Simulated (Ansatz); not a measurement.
`CB[SiH](C)N` → `BC` + `C[Si]N` at 298.15 K and 1 bar (silylene formation by 1,1-elimination).

Program: Ansatz. Geometries: PBE0-D4/def2-TZVP. ΔE: electronic, gas phase. CCSD(T)/CBS is the MP2 limit (def2-TZVPP, def2-QZVPP) plus CCSD(T) − MP2 in def2-TZVPP, frozen cores. This one scheme is used for every species. Each species was taken in one conformer, which may not be the lowest.

```tsv
species	CCSD(T)/CBS energy (Eh)	H − E (kJ/mol)	S (J/(mol·K))
`CB[SiH](C)N`	-450.72341	341.7	387.7
`BC`	-65.83255	158.6	247.5
`C[Si]N`	-384.84019	179.3	296.8
```

H − E and S are ideal-gas, rigid-rotor, harmonic terms from PBE0-D4/def2-TZVP, for one conformer and one mirror image of each species. 1 Eh = 2625.50 kJ/mol, R = 8.31446 J/(mol·K).

Problem. By hand: ΔE, ΔH, ΔS and ΔG.

Solution. ΔE = (-65.83255) + (-384.84019) − (-450.72341) = 0.05067 Eh = 133.0 kJ/mol. Δ(H − E) = 158.6 + 179.3 − 341.7 = -3.8, so ΔH = 129.2 kJ/mol. ΔS = 247.5 + 296.8 − 387.7 = 156.6 J/(mol·K). ΔG = 129.2 − 298.15 × (156.6)/1000 = 82.5 kJ/mol.

Problem. By hand: the equilibrium constant, and the temperature at which ΔG would vanish if ΔH and ΔS stayed fixed.

Solution. log₁₀ K = −ΔG/(RT ln 10) = -14.5. ΔG = 0 at ΔH/ΔS = 825 K.

The number of gas molecules changes by +1, which sets the sign of ΔS. A doubt of 5 kJ/mol in ΔE shifts log₁₀ K by 0.9 here. Other conformers and mirror images would add mixing entropy, several J/(mol·K) or more a flexible species. Modes under 60 cm⁻¹, often nearly free rotors, make the harmonic entropy too high. These are equilibria of isolated gas molecules and say nothing of rates. Largest T1 diagnostic: 0.013 (customary marks: 0.02 for closed shells, 0.045 for open ones).
